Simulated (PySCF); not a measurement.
# `CO/C=C(/Cl)[C@H]1OC(=O)[SiH2]1`: 4 charge schemes on one density

C5H7ClO3Si.
Z-matrix (Å and degrees, GFN2-xTB geometry), rows numbered from 1:
```
C 
O   1  1.4104
C   2  1.3614  1  116.53
C   3  1.3331  2  118.31  1   176.10
Cl  4  1.7243  3  120.00  2   176.89
C   4  1.4857  3  121.16  2    -4.24
O   6  1.4499  4  109.79  3   -61.69
C   7  1.3492  6  104.11  4   112.00
O   8  1.1950  7  125.16  6  -174.63
Si  8  1.9373  7   94.89  6     6.74
H   1  1.0880  2  106.07  3  -179.31
H   1  1.0948  2  111.18  3    61.44
H   1  1.0936  2  111.03  3   -60.66
H   3  1.0810  2  118.12  1    -4.53
H   6  1.0909  4  110.59  3   178.49
H  10  1.4507  6  121.73  4    12.79
H  10  1.4649  6  108.73  4   144.64
```

Density: PBE0/pcSseg-1 (PySCF); schemes: Mulliken, IAO, Hirshfeld and ESP-fitted. One conformer (not necessarily the lowest) at the GFN2-xTB geometry, without solvent, vibrations or thermal averaging.

Problem. For which atoms does the sign change between the 4 schemes (beyond +0.03 e in one, beyond −0.03 e in another)?

Solution. C3 and C6. Atomic charges aren't observables, and each scheme defines them in its own way.

Problem. At which atom do the 4 schemes differ most?

Solution. At O2: from -0.524 (Mulliken) to -0.007 e (ESP-fitted), 0.517 e apart.

Problem. Tabulate the Mulliken, IAO, Hirshfeld and ESP-fitted charges.

Solution. In e:

| atom | environment | Mulliken | IAO | Hirshfeld | ESP-fitted |
| --- | --- | --- | --- | --- | --- |
| C1 | methoxy carbon | -0.018 | -0.206 | -0.022 | -0.296 |
| O2 | ether oxygen | -0.524 | -0.323 | -0.068 | -0.007 |
| C3 | vinylic carbon bearing oxygen | +0.310 | +0.029 | +0.011 | -0.058 |
| C4 | vinylic C–Cl carbon | -0.234 | -0.083 | -0.031 | -0.190 |
| Cl5 | vinyl chlorine | -0.079 | -0.024 | -0.033 | -0.056 |
| C6 | sp3 carbon bound to oxygen | -0.132 | -0.186 | -0.054 | +0.064 |
| O7 | oxygen singly bound to a carbonyl carbon | -0.369 | -0.331 | -0.112 | -0.265 |
| C8 | carbonyl carbon | +0.282 | +0.310 | +0.104 | +0.401 |
| O9 | carbonyl oxygen | -0.365 | -0.415 | -0.265 | -0.445 |
| Si10 | SiH2 silicon | +0.616 | +0.647 | +0.337 | +0.295 |
| H11 | methyl hydrogen | +0.139 | +0.173 | +0.063 | +0.141 |
| H12 | methyl hydrogen | +0.111 | +0.139 | +0.049 | +0.120 |
| H13 | methyl hydrogen | +0.121 | +0.147 | +0.054 | +0.153 |
| H14 | vinylic hydrogen | +0.119 | +0.156 | +0.056 | +0.163 |
| H15 | methine hydrogen | +0.139 | +0.168 | +0.043 | +0.103 |
| H16 | Si–H hydrogen | -0.052 | -0.089 | -0.060 | -0.043 |
| H17 | Si–H hydrogen | -0.063 | -0.109 | -0.071 | -0.081 |

Mean size of the charges over all atoms: Mulliken 0.216 e, IAO 0.208 e, ESP-fitted 0.170 e, Hirshfeld 0.084 e. Each set sums to the total charge, 0, to within 0.001 e. The Hirshfeld scheme weights the molecular density at each point by an atom's share of the summed free-atom densities.

Problem. How closely do the schemes follow one another over all atoms?

Solution. Correlation coefficient and root-mean-square difference: IAO with Hirshfeld 0.95, 0.151 e; Mulliken with IAO 0.92, 0.108 e; Mulliken with Hirshfeld 0.86, 0.181 e; IAO with ESP-fitted 0.84, 0.141 e; Hirshfeld with ESP-fitted 0.81, 0.134 e; Mulliken with ESP-fitted 0.70, 0.197 e.

Problem. How many electrons does the Mulliken scheme count on C4?

Solution. Z − q = 6 − (-0.234) = 6.234.

These values come from a run that also computed NMR shieldings. Time: 80 s wall; peak memory 0.90 GiB. Hardware: Arm Neoverse N1, one thread, no GPU (shared host).
